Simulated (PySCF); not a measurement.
A species of formula C6H11PS has this rotational fingerprint, computed with PBE0/pcSseg-1 in PySCF (dipole) on a GFN2-xTB geometry, gas phase:

```
Rotational constants : A = 2375, B = 774.5, C = 634.9 MHz
Dipole components    : |μa| = 0.17 D, |μb| = 1.38 D, |μc| = 2.06 D
Inertial defect      : -69.30 u·Å²
κ                    : -0.84
```

Problem. Which structure is it? (One computed conformer of each.)
A. `[CH3:1][CH2:2][C:3]1=[C:4]([CH3:5])[P@@:6]1([CH3:7])=[S:8]` with C1–C2–C3–C4 138°
B. `[CH2:1]=[CH:2][C@@H:3]1[C@@H:4]([CH3:5])[CH2:6][P@H:7]1=[S:8]` with C1–C2–C3–C4 -139°, C2–C3–C4–C5 94°, C3–C4–C6–P7 21°, C4–C6–P7–S8 -141°, C2–C3–P7–C6 140°
C. `[CH2:1]=[CH:2][P:3]([CH:4]=[CH2:5])[CH2:6][S:7][CH3:8]` with C1–C2–P3–C4 36°, C2–P3–C4–C5 -132°, C2–P3–C6–S7 70°, P3–C6–S7–C8 166°

Solution. C. It is C=CP(C=C)CSC, an asymmetric top, point group C1. The candidates at the same level (rigid rotor, commonest isotopes):

```json
{"SMILES": "C=CP(C=C)CSC", "A (MHz)": "2375", "B (MHz)": "774.5", "C (MHz)": "634.9", "μa (D)": "0.17", "μb (D)": "1.38", "μc (D)": "2.06", "Δ (u·Å²)": "-69.30", "point group": "C1", "rotor": "asymmetric top"}
{"SMILES": "CCC1=C(C)[P@@]1(C)=S", "A (MHz)": "1588", "B (MHz)": "1022", "C (MHz)": "844.6", "μa (D)": "4.46", "μb (D)": "1.46", "μc (D)": "2.38", "Δ (u·Å²)": "-214.29", "point group": "C1", "rotor": "asymmetric top"}
{"SMILES": "C=C[C@@H]1[C@@H](C)C[P@H]1=S", "A (MHz)": "1779", "B (MHz)": "1082", "C (MHz)": "748.8", "μa (D)": "4.22", "μb (D)": "1.39", "μc (D)": "1.26", "Δ (u·Å²)": "-76.03", "point group": "C1", "rotor": "asymmetric top"}
```

`C=C[C@@H]1[C@@H](C)C[P@H]1=S` has B 40 % too high; `CCC1=C(C)[P@@]1(C)=S` has A 33 % too low. No structure here is proved a minimum.
